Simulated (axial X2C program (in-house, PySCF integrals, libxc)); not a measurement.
# Nuclear properties of CGaO

Calculated with an in-house all-electron X2C program for linear molecules (integrals from PySCF): two-component X2C with atomic mean-field Coulomb and Gaunt terms, Gaussian nuclei, basis C dyall-v3z, Ga dyall-v3z, O dyall-av3z with contracted cores.

C–Ga–O held linear, with bonds 1.877 and 1.641 Å (near the PBE0 minimum at charge 0 of the determinant lowest at the starting distance; the state shown can have its own minimum elsewhere, held linear; other orders of the atoms were not compared).

Determinant lowest in the PBE0 search, Ω = 3/2 (⟨Sz⟩ = 1.50, ⟨Lz⟩ = 0.00 at PBE0), spin on the atoms C 1.29, Ga 0.06, O 0.15:

| level | Eeff magnitude (GV/cm) | Ws magnitude Ga (kHz) | A∥/gI C (MHz) | qzz C (a.u.) | A∥/gI Ga (MHz) | qzz Ga (a.u.) | A∥/gI O (MHz) | qzz O (a.u.) | μ (D) |
| --- | --- | --- | --- | --- | --- | --- | --- | --- | --- |
| PBE0 | 1.26 | 0.342 | 129 | 0.24 | 7.47 | -2.92 | 4.9 | 1.43 | -3.48 |
| HF | 1.29 | 0.349 | 192 | 0.16 | -52.8 | -4.46 | 11.1 | 1.26 | -4.99 |
| PBE | 1.11 | 0.3 | 121 | 0.26 | 54.8 | -2.33 | 8.63 | 1.40 | -2.77 |

Eeff is the effective electric field on the electron electric dipole moment in this Ω state and Ws the scalar–pseudoscalar constant of the nucleus named (defined with the proton number Z and per Ω); A∥ (defined per Ω) follows by multiplying with gI = μI/(I μN); qzz is the electric field gradient, eQq0 = 234.96 MHz × Q/barn × qzz; μ is positive if the O end (last atom) is positive. The operators were transformed with the bare-nucleus X2C matrices; with these basis sets, hyperfine constants and field gradients can be off by tens of per cent, and where levels differ in sign neither size nor sign is settled.

Question: With gI(13C) = 1.4048, Q(69Ga) = 0.171 barn, Q(17O) = -0.02558 barn (g factors from the IAEA table of nuclear moments by Stone; Q from Pyykkö, Mol. Phys. 2018), turn the PBE0 values of the first state into constants in MHz.

Answer: A∥(13C) = 129 × 1.4048 = 181 MHz; eQq0(69Ga) = 234.96 × (0.171) × (-2.92) = -117 MHz; eQq0(17O) = 234.96 × (-0.02558) × (1.43) = -8.59 MHz.

The molecule was held linear; bending was not examined, so a bent shape may lie lower.

Each state is one determinant with collinear spin, which with several unpaired electrons need not be a pure state. Unrestricted Hartree–Fock can overshoot spin polarisation at the nuclei. This is the top spin component of a Σ state; components of lower Ω are not single determinants and can lie lower. With several open shells hyperfine constants can be off by a factor of several. States lie within half an eV, so the first need not be the ground state. Further determinants of the search, some of them spin-mixed, are not shown. Where a field gradient or hyperfine factor spreads by more than a factor of two over the levels, a constant derived from it is not to be relied on.
